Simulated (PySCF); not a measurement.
H6N2Si, singlet, at a GFN2-xTB geometry. Base run: CASSCF(4,4)/6-31G* in PySCF.

Here is a job for PySCF.
```python
from pyscf import gto, scf, mcscf
import numpy

mol = gto.Mole()
mol.atom = '''
    Si   -0.079359    0.433660    0.238777
    N     1.506089   -0.170332   -0.057852
    N    -1.311218   -0.648551   -0.320664
    H    -0.269768    0.487839    1.684797
    H    -0.079731    1.754508   -0.402478
    H     1.755318   -1.062417    0.337018
    H     1.895830   -0.090718   -0.982471
    H    -2.264708   -0.471710   -0.049636
    H    -1.290009   -0.956557   -1.280507
'''
mol.basis = '6-31g*'
mol.charge = 0
mol.spin = 0
mol.verbose = 3
mol.build()

mf = scf.RHF(mol)
mf.kernel()
mc = mcscf.CASSCF(mf, 4, 4)
mc.fix_spin_(ss=0.0)
mc.kernel()
occ = numpy.linalg.eigvalsh(mc.fcisolver.make_rdm1(mc.ci, mc.ncas, mc.nelecas))[::-1]
ss = mc.fcisolver.spin_square(mc.ci, mc.ncas, mc.nelecas)[0]
print('natural occupations', occ.round(4), ' <S^2>', round(ss, 4))
```

Each row names what was changed in the base input (with any setting that the change needs).

| change | ΔE vs base (mEh) | natural occupations | <S^2> of the state | core-seconds (rough) |
|---|---|---|---|---|
| base | 0.000 | 1.98 1.98 0.02 0.02 | 0.00 | 7 |
| active space = 8 electrons, 7 orbitals | -13.784 | 2.00 1.99 1.98 1.98 0.02 0.02 0.01 | 0.00 | 10 |
| conv_tol = 1e-5 | 0.000 | 1.98 1.98 0.02 0.02 | 0.00 | 6 |
| start = MP2 natural orbitals | 0.030 | 1.98 1.98 0.02 0.02 | 0.00 | 5 |
| state_average = 2 states | 26.752 | - | - | 10 |
| solver = newton | 0.000 | 1.98 1.98 0.02 0.02 | 0.00 | 4 |
| active space = 2 electrons, 2 orbitals | 25.329 | 1.99 0.01 | 0.00 | 7 |
| orbitals = fixed (CASCI); correction = SC-NEVPT2 | -376.8 | 2.00 2.00 0.00 0.00 | 0.00 | 1 |
| active space = 6 electrons, 5 orbitals | -0.559 | 2.00 1.98 1.98 0.02 0.02 | 0.00 | 20 |
| active space = 8 electrons, 8 orbitals | -27.121 | 1.99 1.98 1.98 1.98 0.02 0.02 0.01 0.01 | 0.00 | 10 |
| active space = 4 electrons, 6 orbitals | 4.398 | 1.98 1.98 0.02 0.01 0.00 0.00 | 0.00 | 10 |

Active orbitals are taken around the Fermi level unless the row says otherwise; CASSCF can end in different local minima, and two programs can end on different orbitals. State-averaged rows give the lowest state.
